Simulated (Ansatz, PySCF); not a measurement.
C₂H₉FOSi₂, SMILES C[SiH2]CO[SiH2]F.

Coordinates come from a r2SCAN-D4/def2-SVP optimisation. The structure was generated by enumeration, and PubChem lists no compound with its InChIKey, so it may never have been made. The values are those of a single conformer.

Vertical ionisation energy (IE) and electron affinity (EA) in eV. Rows of orbital energies are one-electron estimates. Where ΔSCF, EOM or ADC give a negative EA the extra electron is unbound and the value depends on the basis.

| level | IE | EA |
|---|---|---|
| −ε(HOMO), −ε(LUMO), M06-2X/def2-TZVP (PySCF) | 9.56 | -1.21 |
| −ε(HOMO), −ε(LUMO), PBE/def2-TZVP (PySCF) | 6.91 | 0.41 |
| ΔSCF, CAM-B3LYP/def2-SVPD (Ansatz), final states of multiplicity 2 and 2 | 10.50 | -1.67 |
| ΔSCF, PBE/def2-SVPD (Ansatz), final states of multiplicity 2 and 2 | 9.87 | -1.27 |

What vertical singlet–triplet gap does ΔSCF give with CAM-B3LYP/def2-SVPD (Ansatz, a quantum-chemistry and plane-wave program) and with PBE/def2-SVPD (Ansatz)? (An estimate is asked for; the answer gives what the named calculation found.)

7.50 and 6.56 eV (triplet above singlet where positive).
